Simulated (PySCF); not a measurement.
H$_{3}$O$_{3}$Ti (SMILES [OH][Ti]([OH])[OH]), doublet, at a GFN2-xTB geometry (such geometries of metal compounds can be far from the true shape) (the multiplicity is a formal guess).

Here is a job for PySCF.
```python
from pyscf import gto, scf, dft

mol = gto.M(
    atom='''
Ti   -0.000000    0.000000   -0.000000
O     1.489087   -0.021143   -0.870792
H     2.314539   -0.497079   -0.737536
O    -0.188850   -0.976431    1.409618
H    -0.921357   -1.103444    2.020309
O    -1.300237    0.997575   -0.538826
H    -1.393182    1.600523   -1.282773
''',
    basis='sto-3g',
    charge=0,
    spin=1,
    verbose=4,
)

mf = dft.UKS(mol)
mf.xc = 'camb3lyp'
mf.kernel()
```

Q: Give the dipole moment at the level CAMB3LYP/STO-3G in PySCF.

A: 0.00 D

Q: Predict the <S^2> from CAMB3LYP/STO-3G.

A: 0.754

Q: What is the computed nuclear repulsion energy (CAMB3LYP/STO-3G)?

A: 230.6733 Eh

Q: What number of basis functions does CAMB3LYP/STO-3G give?

A: 36

These values belong to the state on which the SCF converged, which isn't shown to be the lowest.
